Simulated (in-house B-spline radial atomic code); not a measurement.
**Ho³⁺: [Kr] 4d10 4f10 5s2 5p5 6g1 (an excited or competing configuration)**

Method: Dirac-Hartree-Fock, average of configuration, Fermi nucleus of rms radius 5.2022 fm. Calculated with a radial B-spline atomic code at the basis-set limit.

Z_r = [3n² - l(l+1)]/(2<r>); Z_e = n√(-2ε); the last column is Slater's effective charge. Values are occupation-weighted means over j. An effective charge above Z reflects the relativistic contraction of the inner shells.

| shell | electrons | ε (eV) | <r> (bohr) | Z_r | Z_e | Slater |
| --- | --- | --- | --- | --- | --- | --- |
| 1s | 2 | -55998 | 0.02074 | 72.34 | 64.15 | 66.70 |
| 2s | 2 | -9528.7 | 0.08746 | 68.60 | 52.93 | 62.85 |
| 2p | 6 | -8476.8 | 0.07774 | 64.32 | 49.92 | 62.85 |
| 3s | 2 | -2218.4 | 0.2287 | 59.03 | 38.31 | 55.75 |
| 3p | 6 | -1887.1 | 0.2277 | 54.91 | 35.33 | 55.75 |
| 3d | 10 | -1448.4 | 0.2077 | 50.55 | 30.95 | 45.85 |
| 4s | 2 | -501.56 | 0.5188 | 46.26 | 24.29 | 39.25 |
| 4p | 6 | -389.11 | 0.5492 | 41.88 | 21.39 | 39.25 |
| 4d | 10 | -230.17 | 0.5963 | 35.22 | 16.45 | 27.85 |
| 5s | 2 | -102.47 | 1.256 | 29.85 | 13.72 | 13.10 |
| 5p | 5 | -72.723 | 1.431 | 25.50 | 11.56 | 13.10 |
| 4f | 10 | -59.675 | 0.7527 | 23.91 | 8.38 | 17.85 |
| 6g | 1 | -6.0581 | 10.96 | 4.02 | 4.00 | - |

The least bound orbital is 6g7/2 at -6.058 eV, and it is also the most diffuse (<r> = 10.96 bohr).

Spin-orbit splittings of the orbital energies (j = l + 1/2 above j = l - 1/2 when positive): 2p 859.1 eV, 3p 182.8 eV, 3d 39.46 eV, 4p 41.4 eV, 4d 7.665 eV, 5p 6.009 eV, 4f 1.103 eV, 6g -0.0003519 eV.

For the 1s electron the small component carries 6.27 % of the norm, the zero-frequency Breit interaction raises the level by 175.2 eV, self-energy by 106.2 eV, and vacuum polarisation lowers it by 18.1 eV.

The density falls to 0.001 bohr⁻³ at 3.074 bohr; Σ<r²> = 165.31 bohr² gives, by the non-relativistic formula and without the paramagnetism of open shells, a Langevin diamagnetic susceptibility of -130.9×10⁻⁶ cm³/mol.
